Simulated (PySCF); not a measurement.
Q: Give a PBE0-D3(BJ)/def2-SVP geometry of `C#C[C@@H]1C[Si@H]1C#N`.

A: 
```xyz
12
C5H5NSi angstrom
C      2.313   -1.632    0.683
C      1.222   -1.217    0.353
C     -0.053   -0.697   -0.047
C     -0.116    0.252   -1.268
Si    -0.475    1.093    0.336
C     -2.242    1.437    0.698
N     -3.362    1.646    0.922
H      3.274   -2.010    0.978
H     -0.885   -1.409    0.032
H     -0.945    0.076   -1.962
H      0.838    0.447   -1.769
H      0.470    1.984    1.034
```

Any rigid rotation of these coordinates is as good. Atoms count from 1 in this order. The 3-membered ring C3–C4–Si5 has internal angles of 49.1° to 66.5°. The C–Si distances run from 1.837 Å (Si5–C6, drawn single) to 1.879 Å (C3–Si5, drawn single), a spread of 0.042 Å. The 3 C–C bonds span 1.213 Å (C1≡C2, drawn triple) to 1.549 Å (C3–C4, drawn single), a spread of 0.336 Å. Si5 (SiH silicon) has angles from 49.1° to 124.2°.

Bonds between heavy atoms (Å): C1≡C2 1.213, C2–C3 1.433, C3–C4 1.549, C4–Si5 1.846, Si5–C6 1.837, C6≡N7 1.161, C3–Si5 1.879.

Computed, not measured: PBE0-D3(BJ)/def2-SVP geometry optimisation, gas phase in PySCF.

Point group: C1 (no symmetry element, even within 0.4 Å). No frequency check.
